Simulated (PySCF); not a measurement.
Polarisability and C₆ of Sr (strontium, neutral)

[Kr] 5s2, closed-shell 1S. All numbers are calculated (PySCF 2.14, scalar relativity by spin-free X2C-1e, in aug-cc-pwCVTZ-X2C). Coupled (time-dependent) response in atomic units; α is the mean over directions.

| method | mean α (bohr³) | C₆ (like pair) | S(−4) |
| --- | --- | --- | --- |
| wB97M-V | 180.0 | 2712 | 15990 |

S(−4) is the Cauchy moment in α(ω) = α(0) + S(−4) ω² + …

Reference α: 197.2 ± 0.2 bohr³ (recommended; Schwerdtfeger and Nagle, table of static dipole polarizabilities (2023 update)). Published C₆: 3175 (Chu and Dalgarno (2004); Tang, Norbeck and Certain (1976)).

α(iu) at wB97M-V:

```
u (hartree)  α(iu) (bohr³)
          0          180.0
     0.0500          147.5
      0.100          97.06
      0.200          43.66
      0.300          24.79
      0.500          12.36
      0.750          7.384
       1.00          5.114
       1.50          2.922
       2.00          1.883
       3.00         0.9617
       5.00         0.3902
```

A single London oscillator, α(iu) = α/(1 + u²/ω²), gives C₆ = (3/4) ω α². Matching the computed C₆ needs ω = 4 × 2712 / (3 × 180.0²) = 0.112 hartree.
